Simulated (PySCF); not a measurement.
Chain-length series, n-germane methyl/methyl (end groups after the name). All species are isolated molecules in the gas phase. One relaxed conformer stands for each flexible species; it need not be the lowest. Strings in code marks are SMILES.

The four lowest singlet excitations (Tamm–Dancoff). These are TPSSh-D3(BJ)/def2-TZVP // PBE0-D3(BJ)/def2-SVP run with PySCF values and carry that method's errors. Excitations are Tamm–Dancoff values on a coarser integration grid. The basis has no diffuse functions, so Rydberg states are missing or too high.

| state | energy (eV) | wavelength (nm) | oscillator strength |
|---|---|---|---|
| S1 | 5.49 | 226 | 2.230 |
| S2 | 6.03 | 206 | 0.000 |
| S3 | 6.08 | 204 | 0.059 |
| S4 | 6.16 | 201 | 0.001 |

Problem. Name which member gives these states.
(A) `[CH3][GeH2][GeH2][GeH2][GeH2][GeH2][CH3]`
(B) `[CH3][GeH2][GeH2][GeH2][GeH2][GeH2][GeH2][CH3]`
(C) `[CH3][GeH2][GeH2][GeH2][GeH2][CH3]`
(D) `[CH3][GeH2][GeH2][CH3]` (C–Ge–Ge–C torsion 179°)

Solution. B, `[CH3][GeH2][GeH2][GeH2][GeH2][GeH2][GeH2][CH3]`
